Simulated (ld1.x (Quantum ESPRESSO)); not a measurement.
# How hard is this Mg (Z = 12) ultrasoft potential?

ld1.x (Quantum ESPRESSO) 7.5 input, shortened:

```
&input
   title='Mg', zed=12., rel=1, dft='BLYP', iswitch=3,
   config='[Ne] 3s1 3p0'
 /
 &inputp
   pseudotype=3, tm=.true., lloc=-1, rcloc=2.05,
   nlcc=.true., new_core_ps=.true., rcore=1.75,
   which_augfun='PSQ', rmatch_augfun_nc=.true.
 /
4
3S  1  0   1.00   0.00  1.85  3.24  0.0
3S  1  0   0.00   3.70  1.85  3.24  0.0
3P  2  1   0.00   0.00  2.05  2.50  0.0
3P  2  1   0.00  -0.20  2.05  2.50  0.0
 &test
   configts(1)='3s1 3p0'
 /
```

The pseudo-atom Hamiltonian at the reference potential is diagonalised in spherical Bessel functions j_l(qr) that vanish at 20 bohr, with q² up to the cutoff. All-electron valence levels (Ry): 3s -0.8384, 3p -0.5168.

Problem. How do the lowest levels (Ry) of each channel move with the cutoff, and are there ghosts?

Solution.

```tsv
cutoff (Ry)	s #1	p #1	d #1	f #1	Σ f·Δε (mRy)
8	-0.8384	-0.5167	-0.2061	-0.0621	0.0
10	-0.8384	-0.5167	-0.2063	-0.0622	0.0
400	-0.8385	-0.5168	-0.2065	-0.0622	0.0
```

Result: no extra level below or beside the all-electron valence levels (s, p, d, f tested); 10 mRy is reached at 6 Ry and 1 mRy at 6 Ry.
